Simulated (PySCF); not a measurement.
Computed IR spectrum (relative IR intensity) of a molecule C3H8GeSi. Geometry optimised at PBE0-D3(BJ)/def2-SVP. One conformer was computed; it need not be the lowest. Calculation: PBE0-D3(BJ)/def2-SVP run with PySCF 2.14.0. Frequencies are harmonic and unscaled.

```tsv
ν (cm⁻¹)	relative intensity
398	6.9
597	4.3
623	28
663	4.4
709	4.7
752	38
865	19
880	43
943	40
988	6.0
1239	2.9
1444	9.5
1628	2.5
2138	100
2206	46
2211	45
3040	7.8
3125	2.3
3141	7.8
3144	2.9
```

Pick the molecule that these values belong to.
(A) C=[C]1C[SiH2][GeH2]1
(B) [GeH3][C]1=C[SiH2]C1
(C) CC1=[CH][GeH2][SiH2]1
(D) [GeH3][C@H]1C=C[SiH2]1

C, CC1=[CH][GeH2][SiH2]1
